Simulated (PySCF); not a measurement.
`[NH3]->[Cu+](<-[NH3])(<-[NH3])<-[NH3]`, [CuH12N4]+, charge +1

Cartesian coordinates in Å; atom numbers follow the order of the lines, from 1:
```xyz
17

Cu    0.001    0.003    0.009
N    -0.005   -0.012    2.116
H    -0.951    0.064    2.472
H     0.535    0.764    2.480
H     0.398   -0.873    2.466
N     1.986    0.000   -0.707
H     2.002   -0.115   -1.713
H     2.514   -0.758   -0.291
H     2.448    0.872   -0.479
N    -0.994    1.729   -0.689
H    -0.882    1.825   -1.692
H    -0.622    2.561   -0.247
H    -1.985    1.676   -0.484
N    -0.987   -1.717   -0.718
H    -1.901   -1.811   -0.292
H    -0.450   -2.550   -0.509
H    -1.107   -1.660   -1.722
```

Total charge +1.

Level of theory: GIAO OPBE/def2-SVP (def2-TZVP on Cu) magnetisability, rotational g tensor and spin-rotation constants, non-relativistic, gas phase in PySCF. Geometry: GFN2-xTB.

For an ion the centre-of-mass motion in the field is neglected.

Give the nuclear spin-rotation constants along the inertial axes (H = +C I·J) beside the isotropic shieldings.

Rotational constants 2.2792, 2.2699, 2.2618 GHz.
```
atom  isotope  Caa (kHz)  Cbb (kHz)  Ccc (kHz)  mean (kHz)  σ (ppm)
 Cu1     63Cu      6.698      6.699      6.718       6.705    573.8
  N2      14N      0.072      0.056      0.044       0.058    264.9
  H3       1H     -0.169     -0.281     -0.136      -0.195     30.0
  H4       1H     -0.230     -0.271     -0.084      -0.195     30.0
  H5       1H     -0.286     -0.024     -0.274      -0.195     30.0
  N6      14N      0.060      0.044      0.070       0.058    264.6
  H7       1H     -0.073     -0.226     -0.287      -0.195     30.0
  H8       1H     -0.275     -0.035     -0.276      -0.195     30.0
  H9       1H     -0.252     -0.231     -0.103      -0.195     30.0
 N10      14N      0.047      0.082      0.044       0.058    264.6
 H11       1H     -0.115     -0.195     -0.276      -0.195     30.0
 H12       1H     -0.182     -0.267     -0.136      -0.195     30.0
 H13       1H     -0.213     -0.291     -0.081      -0.195     30.0
 N14      14N      0.054      0.048      0.071       0.058    264.5
 H15       1H     -0.193     -0.278     -0.115      -0.196     30.0
 H16       1H     -0.240     -0.056     -0.290      -0.195     30.0
 H17       1H     -0.127     -0.186     -0.273      -0.195     30.1
```
For the geometry as given, no vibrational averaging.
